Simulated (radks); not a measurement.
Values are calculated unless marked as measured or tabulated.
All-electron atom: neutral rhodium in [Kr] 4d8 5s1.

Code: a radial shooting solver on a logarithmic mesh with Libxc functionals. Model: Dirac Kohn-Sham, PBE, spin-unpolarised, spherical densities, finite nucleus; open shells are shared between the two j in proportion to 2j + 1; Fermi nuclear charge, rms radius 4.4945 fm.

Energy parts (Ry):
part                        energy
total                  -9569.88218
kinetic                 9976.60276
electron-nucleus      -23168.15823
Hartree                 3899.26588
exchange-correlation    -277.59259

Orbitals (lengths in bohr, moments of r in powers of bohr; <r^-3> diverges for s and p1/2; r(max) is where P^2 peaks):
orbital,occ.,eigenvalue (Ry),<r^4>,r(max),<r^-3>,<r>,small-component weight
1s1/2,2,-1692.336,5.367e-06,0.02117,-,0.03263,2.71e-02
2s1/2,2,-245.2910,0.0009678,0.1199,-,0.1416,5.62e-03
2p1/2,2,-227.1093,0.0006351,0.09294,-,0.1203,5.63e-03
2p3/2,4,-216.4801,0.0007234,0.09702,3021,0.1252,5.42e-03
3s1/2,2,-43.83497,0.04694,0.3516,-,0.3904,1.55e-03
3p1/2,2,-36.71835,0.04726,0.3383,-,0.3830,1.50e-03
3p3/2,4,-34.88981,0.05251,0.3479,527.7,0.3938,1.44e-03
3d3/2,4,-22.29154,0.04999,0.2898,79.62,0.3683,1.33e-03
3d5/2,6,-21.93094,0.05171,0.2926,75.34,0.3718,1.31e-03
4s1/2,2,-6.05965,1.799,0.8818,-,0.9804,3.77e-04
4p1/2,2,-3.90096,2.660,0.9279,-,1.061,3.23e-04
4p3/2,4,-3.61463,3.001,0.9527,82.59,1.092,3.08e-04
4d3/2,3.2,-0.45413,22.61,1.140,6.583,1.576,1.65e-04
4d5/2,4.8,-0.42534,24.71,1.152,6.118,1.604,1.61e-04
5s1/2,1,-0.31610,281.9,2.649,-,3.307,3.38e-05

The highest occupied level is 5s1/2 at -4.301 eV. Summed over all electrons, <r^2> = 51.60 bohr^2, which gives a Langevin (diamagnetic) susceptibility term of -40.9 x 10^-6 cm^3/mol. The density falls to 0.001 e/bohr^3 at r = 4.42 bohr. For comparison, the ionisation energy in NIST's Atomic Spectra Database is 7.459 eV (measured). In exact Kohn-Sham theory the highest level is minus the ionisation energy, but local and semilocal functionals leave it too shallow, through self-interaction and a potential that decays too fast; potentials with the right tail come closer.

Run on one thread of a shared host, so times are rough (AMD EPYC 7R43 64-Core Processor): 0.12 s of CPU time, 0.12 s wall, 15 iterations on 2437 mesh points.

Beside tabulated values, note that spin-unpolarised runs miss the spin-polarisation part of the exchange energy of open shells.
